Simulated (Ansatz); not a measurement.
Consider the redistribution: `N[SiH](F)F` + `BNB` → `BN[SiH](F)F` + `BN`.

Calculated with Ansatz (gas phase, PBE0-D4/def2-TZVP geometries, no zero-point term in ΔE). CBS: MP2 limit from def2 TZ/QZ plus the TZ coupled-cluster correction, frozen cores. This one scheme is used for every species. DFT in def2-TZVPP. One conformer a species, not always the lowest.

| level | ΔE (kJ/mol) |
| --- | --- |
| PBE | -36.7 |
| r2SCANh | -32.6 |
| CCSD(T)/def2-TZVPP | -32.8 |
| SCS-MP2/def2-QZVPP | -28.7 |

Problem. What does CCSD(T)/CBS give? (Estimate.)

Solution. Computed: -30.9 kJ/mol. The listed levels differ from it by -5.8, -1.7, -1.9, 2.2 kJ/mol.

Largest T1 diagnostic among the species: 0.012.

In def2-TZVPP, CCSD(T) changes the Hartree–Fock value by −11.4 kJ/mol (the triples alone add −1.9 kJ/mol) and MP2 by −9.5 kJ/mol. From PBE to PBE0 (25 % exact exchange), in def2-TZVPP and without D4, ΔE moves by +3.9 kJ/mol.
